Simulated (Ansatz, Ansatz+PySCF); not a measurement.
```csv
atom,x (Å),y (Å),z (Å)
O,0.0000,0.0000,-0.1085
H,0.0000,0.0000,0.8679
H,30.0000,0.0000,-1.3696
H,30.0000,0.0000,1.3696
```

Basis set: 6-31G (spherical functions). Left uncorrelated: 1 orbital. Correlation on ROHF uses semicanonical orbitals with singles. Charge 0, multiplicity 2.

Computed with Ansatz (development build ahead of 0.2.0); each method stands on the lowest determinant of its kind that the runs found.

The atomization energy at this shape (free ground-state atoms in the same class of orbitals less the molecule, no zero-point energy) of doublet H3O:

```csv
method,atomization energy
UHF-MP2,3.37 eV
ROHF-MP2,1.32 eV
ROHF,-2.07 eV
```

(1) What does UHF give?

## Answers

(1) 2.31 eV. Caution: the shape is not the minimum. Caution for UHF-MP2, ROHF-MP2: large amplitudes, a single reference is doubtful. Caution for UHF-MP2, UHF: the unrestricted determinant is a mixture of spin states. Caution for ROHF-MP2, ROHF: an unrestricted determinant lies well below. Caution for ROHF: the molecule lies well above its atoms at this level.

This basis has no polarisation functions and is too small for such energies, which can lie far from measured ones in either direction.
